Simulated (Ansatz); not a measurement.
Computed with Ansatz on PBE0-D4/def2-TZVP structures; ΔE is electronic, products minus reactants. CCSD(T)/CBS adds triple-zeta CCSD(T) − MP2 to the extrapolated MP2 energy (def2 sets, frozen cores). One conformer a species, not always the lowest.

`B[NH][AlH][SiH](F)Cl` + `COC(N)F` → `N[C@@H](F)[Si@@H](F)Cl` + `B[NH][AlH][O]C`  (formal exchange of groups at the Si–Al bond)

| species | CCSD/CBS(def2) energy (Eh) |
| --- | --- |
| `B[NH][AlH][SiH](F)Cl` | -1173.30634 |
| `COC(N)F` | -309.33544 |
| `N[C@@H](F)[Si@@H](F)Cl` | -1043.67648 |
| `B[NH][AlH][O]C` | -439.01792 |

Task: Work out ΔE.

Result: ΔE = (-1043.67648) + (-439.01792) − (-1173.30634) − (-309.33544) = -0.05262 Eh = -33.0 kcal/mol. CCSD(T)/CBS gives -33.3 kcal/mol.

Largest T1 diagnostic among the species: 0.013.

In def2-TZVPP, CCSD(T) changes the Hartree–Fock value by −4.1 kcal/mol (the triples alone add −0.3 kcal/mol) and MP2 by −6.8 kcal/mol.
